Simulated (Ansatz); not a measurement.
Ideal-gas functions of Cl2FY (`[F][Y]([Cl])[Cl]`) at 600 K and 1 bar, from an Ansatz frequency run at PBE0-D4/def2-TZVP.

Molar mass 178.81 g/mol, point group C2v (symmetry number 2), electronic degeneracy 1, moments of inertia 160.563, 326.474, 487.036 u Å². Harmonic wavenumbers (cm⁻¹, unscaled): 39, 81, 120, 341, 385, 607.

Use S(trans) = R[1.5 ln M + 2.5 ln T − 1.1517]; rotational temperatures θ = 24.2544 K / I; S(rot) = R[ln(√π/σ · √(T³/θAθBθC)) + 1.5]; for each mode x = 1.438777 ν̃/T, S = R[x/(eˣ − 1) − ln(1 − e⁻ˣ)] and H = RT x/(eˣ − 1); 1 cm⁻¹ = 0.0119627 kJ/mol; R = 8.31446 J/(mol·K).

**Question.** By hand: the entropy, in J/(mol·K).

**Answer.** Translation 188.1. Rotation: θ = 0.1511, 0.0743, 0.0498 K, giving 122.4. Vibration, mode by mode: 28.02, 21.95, 18.70, 10.22, 9.27, 5.89, in all 94.0. Electronic 0.0. Sum 404.5 J/(mol·K).

**Question.** By hand: H − E and G − E in kJ/mol, counted from the electronic energy.

**Answer.** Zero-point energy ½ × 1573 × 0.0119627 = 9.4; thermal vibration 22.1; translation, rotation and pV give 4 RT = 20.0. H − E = 51.5 kJ/mol, and G − E = 51.5 − 600 × 404.5/1000 = -191.2 kJ/mol.

Vibration gives 23 % of the entropy, 68.7 J/(mol·K) of it from the modes under 150 cm⁻¹: soft modes count most, and the harmonic formula is weakest for them.
